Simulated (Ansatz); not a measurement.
Cost and result for the atomization energy of CH$_{4}$BrFGe, SMILES `F[CH]([GeH3])Br` (8 atoms, 7 bonds).

```xyz
8

F     1.417    1.195    0.619
C     0.157    0.679    0.683
Ge   -0.179   -0.561   -0.831
Br   -0.064   -0.271    2.370
H    -0.550    1.507    0.734
H     0.800   -1.731   -0.704
H     0.052    0.214   -2.138
H    -1.634   -1.033   -0.734
```

The species carries charge 0 and has multiplicity 1. Correlated methods include outer-core shells of Br, Ge, which these sets cover unevenly. Scalar relativity is left out up to krypton. The geometry is a stationary point of PBE0-D4/def2-TZVP. Program: Ansatz. All runs use 4 threads of an Arm Neoverse V2 on a shared host. Times are those of one run each, without the atoms' runs, and a repeat can differ threefold. Electronic energies, without spin–orbit coupling; frozen cores. CCSD(T)/CBS adds CCSD(T) − MP2 in def2-TZVPP to the MP2 limit, and its time is that of the two runs behind it. T1 = 0.011. With those shells the extrapolation isn't a true limit. B3LYP takes the VWN-RPA correlation (the form of Gaussian; ORCA's B3LYP/G).

CCSD(T)/CBS is a level of theory with its own doubt, some kJ/mol a heavy atom from the limit and from the frozen cores, so smaller differences don't rank the functionals.

| level | functions | wall time |
| --- | --- | --- |
| PBE-D4/def2-TZVPP (with forces) | 214 | 2.2 s |
| PBE0-D4/def2-TZVPP | 214 | 3.2 s |
| B3LYP-D4/def2-TZVPP (with forces) | 214 | 4.3 s |
| r2SCAN-D4/def2-TZVPP (with forces) | 214 | 4.6 s |
| B2PLYP/def2-TZVPP | 214 | 5.5 s |
| ωB97X-V/def2-TZVPP | 214 | 7 s |
| ωB97M-V/def2-TZVPP (with forces) | 214 | 11 s |
| MP2/def2-QZVPP | 412 | 21 s |
| CCSD(T)/def2-TZVPP | 214 | 2.8 min |
| CCSD(T)/CBS(def2) | – | 3.1 min |

Task: What atomization energy does each give, and how far from CCSD(T)/CBS? (An estimate is asked.)

Result: Ansatz gave: 
```
                             level  atomization (kJ/mol)  difference from CCSD(T)/CBS  per bond
   PBE-D4/def2-TZVPP (with forces)                2411.2                         29.5       4.2
                PBE0-D4/def2-TZVPP                2360.1                        -21.6      -3.1
 B3LYP-D4/def2-TZVPP (with forces)                2349.0                        -32.7      -4.7
r2SCAN-D4/def2-TZVPP (with forces)                2381.4                         -0.3       0.0
                 B2PLYP/def2-TZVPP                2329.4                        -52.3      -7.5
                ωB97X-V/def2-TZVPP                2379.7                         -2.0      -0.3
  ωB97M-V/def2-TZVPP (with forces)                2355.9                        -25.8      -3.7
                    MP2/def2-QZVPP                2386.9                          5.2       0.8
                CCSD(T)/def2-TZVPP                2322.2                        -59.5      -8.5
                 CCSD(T)/CBS(def2)                2381.7                          0.0       0.0
```

From PBE to PBE0 (25 % exact exchange), in def2-TZVPP and without D4, the atomization energy moves by −48.5 kJ/mol: exact exchange takes away binding that semilocal exchange gives to molecules. The D4 term adds +27.4 kJ/mol with B3LYP and +14.1 kJ/mol with PBE0; it sums over pairs of atoms, weighted by their polarisabilities, and B3LYP, whose exchange is more repulsive, gets the larger term. In def2-TZVPP, CCSD(T) changes the Hartree–Fock value by +673.1 kJ/mol (the triples alone add +42.4 kJ/mol) and MP2 by +703.5 kJ/mol; breaking electron pairs costs correlation energy, which Hartree–Fock lacks.
